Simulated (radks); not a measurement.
Hg67+, 13 electrons, occupied as [Ne] 3s2 3p1 (the NIST ground configuration). Calculated with a radial shooting solver on a logarithmic mesh with Libxc functionals: Dirac Kohn-Sham, PBE, spin-unpolarised, spherical densities, point nucleus; open shells fill j = l - 1/2 first.

Spin-orbit splittings of the eigenvalues, e(l+1/2) - e(l-1/2), with zeta = 2 splitting/(2l+1) and mean radii in bohr:

shell  occ.  splitting (eV)  zeta (eV)  <r> j=l-1/2  <r> j=l+1/2
2p        6            2003       1335      0.05614      0.06449
3p        1               ?          ?       0.1550       0.1674

Estimate the 3p splitting.

Answer. 542.1 eV (zeta = 361.4 eV).
